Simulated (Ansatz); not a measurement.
`O[Si](F)(F)F` and `[OH][Ge]([F])([F])[F]` differ in one element.

Ansatz, PBE0-D4/def2-TZVP geometries, multiplicity 1. Each molecule was computed in one conformer, which needn't be the lowest.

Scalar relativity is left out up to krypton.

```tsv
property	`O[Si](F)(F)F`
size of the dipole moment (PBE/def2-TZVPP) / D	2.08
HOMO–LUMO gap (PBE0/def2-TZVPP) / eV	10.88
size of the dipole moment (B3LYP/def2-TZVPP) / D	2.14
LUMO energy (B3LYP/def2-TZVPP) / eV	-0.23
size of the dipole moment (ωB97M-V/def2-TZVPP) / D	2.14
HOMO–LUMO gap (PBE/def2-TZVPP) / eV	8.06
```

Task: What does the change do to each property? (An estimate is asked.)

Result: Computed: 
```
                                          property  `[OH][Ge]([F])([F])[F]`  shift
    size of the dipole moment (PBE/def2-TZVPP) / D                     2.16   0.08
              HOMO–LUMO gap (PBE0/def2-TZVPP) / eV                     9.45  -1.43
  size of the dipole moment (B3LYP/def2-TZVPP) / D                     2.23   0.09
               LUMO energy (B3LYP/def2-TZVPP) / eV                    -1.68  -1.45
size of the dipole moment (ωB97M-V/def2-TZVPP) / D                     2.22   0.08
               HOMO–LUMO gap (PBE/def2-TZVPP) / eV                     6.45  -1.61
```

Dipoles are sizes alone; their direction can turn.

B3LYP here is the variant with VWN-RPA as its local correlation; programs differ in this.
